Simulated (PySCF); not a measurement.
Ar (argon, neutral) across methods

[Ne] 3s2 3p5 4s1, high-spin 3P determinant (an excited configuration). Calculation: PySCF 2.14, in aug-cc-pV(T+d)Z with one added diffuse shell each of s, p, d, f type (7s6p5d3f, 71 functions); the non-relativistic Hamiltonian (point nucleus). The B2PLYP total includes its PT2 part (frozen core); its orbital energies are those of the SCF part.

```json
{"method": "r2SCAN", "E (hartree)": "-527.0814", "mean ε 3p α (eV)": "-17.457", "mean ε 3p β (eV)": "-16.207", "mean ε 4s α (eV)": "-2.507", "Σ⟨r²⟩ (bohr²)": "50.83", "⟨S²⟩": "2.005"}
{"method": "PBE", "E (hartree)": "-526.9186", "mean ε 3p α (eV)": "-16.787", "mean ε 3p β (eV)": "-15.632", "mean ε 4s α (eV)": "-2.444", "Σ⟨r²⟩ (bohr²)": "50.04", "⟨S²⟩": "2.003"}
{"method": "BHandHLYP", "E (hartree)": "-527.1294", "mean ε 3p α (eV)": "-20.342", "mean ε 3p β (eV)": "-19.104", "mean ε 4s α (eV)": "-3.184", "Σ⟨r²⟩ (bohr²)": "50.37", "⟨S²⟩": "2.004"}
{"method": "PBE0", "E (hartree)": "-526.9597", "mean ε 3p α (eV)": "-18.702", "mean ε 3p β (eV)": "-17.467", "mean ε 4s α (eV)": "-2.888", "Σ⟨r²⟩ (bohr²)": "50.53", "⟨S²⟩": "2.004"}
{"method": "r2SCANh", "E (hartree)": "-527.0821", "mean ε 3p α (eV)": "-18.121", "mean ε 3p β (eV)": "-16.853", "mean ε 4s α (eV)": "-2.672", "Σ⟨r²⟩ (bohr²)": "50.78", "⟨S²⟩": "2.006"}
{"method": "MN15", "E (hartree)": "-527.0299", "mean ε 3p α (eV)": "-19.555", "mean ε 3p β (eV)": "-18.493", "mean ε 4s α (eV)": "-3.032", "Σ⟨r²⟩ (bohr²)": "50.60", "⟨S²⟩": "2.002"}
{"method": "B2PLYP", "E (hartree)": "-526.9942", "mean ε 3p α (eV)": "-20.390", "mean ε 3p β (eV)": "-19.091", "mean ε 4s α (eV)": "-3.202", "Σ⟨r²⟩ (bohr²)": "50.88", "⟨S²⟩": "2.005"}
{"method": "LDA", "E (hartree)": "-525.5075", "mean ε 3p α (eV)": "-16.787", "mean ε 3p β (eV)": "-15.641", "mean ε 4s α (eV)": "-2.541", "Σ⟨r²⟩ (bohr²)": "49.27", "⟨S²⟩": "2.001"}
```

Problem. Estimate the same row for UHF.

Solution. E (hartree) = -526.42060; mean ε 3p α (eV) = -23.482; mean ε 3p β (eV) = -21.931; mean ε 4s α (eV) = -3.884; Σ⟨r²⟩ (bohr²) = 52.93; ⟨S²⟩ = 2.009.

The outer electron is Rydberg-like, and this basis confines it to a smaller radius and binds it less than a complete one would.
